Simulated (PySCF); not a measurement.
SMILES C[Si](O)(O)CB(O)O (C2H9BO4Si), singlet, GFN2-xTB optimised geometry.

```
17

Si     0.40    -0.44     1.27
C      2.30    -0.64     1.24
O     -0.09     0.12     2.72
O     -0.30    -1.89     0.92
C     -0.31     0.76     0.00
B     -1.92     0.76     0.00
O     -2.65     1.90     0.00
O     -2.63    -0.39    -0.03
H      2.63    -1.35     1.99
H      2.65    -0.99     0.28
H      2.80     0.30     1.44
H      0.24    -0.21     3.55
H      0.04    -2.71     1.25
H      0.03     0.45    -0.99
H      0.09     1.76     0.17
H     -2.14     2.71     0.02
H     -2.08    -1.18     0.06
```

Density from CAM-B3LYP/def2-SVP (PySCF) at that geometry.

Minimum of the electron density along straight lines between bonded atoms, close to the bond critical point (lines longer than 1.1 times the sum of covalent radii, or with two minima, are not listed):

```
bond    length / Å  ρ at the minimum / e bohr⁻³  ∇²ρ there / e bohr⁻⁵  position (fraction from the first atom)
------  ----------  ---------------------------  --------------------  ---------------------------------------
Si1–C2       1.903                        0.113                  0.32                                     0.38
Si1–O3       1.633                        0.127                  1.07                                     0.41
Si1–O4       1.647                        0.123                  1.00                                     0.41
Si1–C5       1.889                        0.117                  0.31                                     0.38
C5–B6        1.607                        0.170                 -0.15                                     0.68
B6–O7        1.356                        0.205                  1.14                                     0.33
B6–O8        1.349                        0.211                  1.13                                     0.33
C2–H9        1.087                        0.270                 -0.96                                     0.62
C2–H10       1.084                        0.273                 -0.99                                     0.63
C2–H11       1.084                        0.273                 -0.99                                     0.63
O3–H12       0.954                        0.354                 -2.45                                     0.82
O4–H13       0.954                        0.353                 -2.47                                     0.82
C5–H14       1.090                        0.265                 -0.91                                     0.62
C5–H15       1.089                        0.268                 -0.92                                     0.62
O7–H16       0.955                        0.361                 -2.42                                     0.81
O8–H17       0.958                        0.355                 -2.56                                     0.82
```
